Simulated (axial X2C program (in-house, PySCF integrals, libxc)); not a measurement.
# Potential curves of NbP⁻, 2c

Calculated with an in-house relativistic program for diatomic molecules. Two-component (2c) means X2C with spin–orbit coupling and atomic mean-field two-electron Coulomb and Gaunt terms. Basis: Nb dyall-acv3z [12s13p10d5f3g], P dyall-av3z [9s8p3d2f] (cores contracted in-house); Gaussian nuclei, density fitting, unrestricted open shells. Masses: Nb 92.906 u, P 30.974 u.

State: Ω = 3/2 (⟨Sz⟩ = 1.50, ⟨Lz⟩ = 0.00 at PBE0). Energies in eV from the lowest point of each curve. Fits are polynomials in 1 − R0/R over 0.85 to 1.23 times the lowest point R0.

```
 R (Å)    PBE0   B3LYP
1.9079  1.2371  1.3228
1.9956  0.5129  0.5684
2.0614  0.2024  0.2368
2.1272  0.0433  0.0588
2.1930  0.0000  0.0000
2.2698  0.0567  0.0440
2.3465  0.1921  0.1735
2.4452  0.4353  0.4183
2.5658  0.7798  0.7748
```

One determinant describes the state; a PBE0 search over occupations chose it and may have missed a lower one. Density functionals use the spin component along the axis (collinear). Other states lie close and PBE0, whose exact exchange favours high spin, may order them wrongly; the determinant shown need not be the ground state. The nearest other 2c determinant of the search, Ω = 3/2, lies 0.28 eV up at the distance of the search. With several unpaired electrons one determinant need not be a pure state. The highest occupied level of some functionals is positive through self-interaction error; at Hartree–Fock it is bound. This is the top spin component of a Σ state; components of lower Ω are not single determinants and can lie lower. The determinant is spin-polarised beyond a pure state at some levels (its spin-free form has ⟨S²⟩ too high), which makes Re and μ there less reliable.

(1) What are Re and ωe at the PBE0 level?

(2) Fit the B3LYP curve near its minimum: give the equilibrium distance and the harmonic wavenumber.

Answers

(1) At PBE0, 2c: Re = 2.190 Å, ωe ≈ 485 cm⁻¹; Be follows as 0.151 cm⁻¹.

(2) At B3LYP, 2c: Re = 2.200 Å, ωe ≈ 486 cm⁻¹; Be follows as 0.15 cm⁻¹.
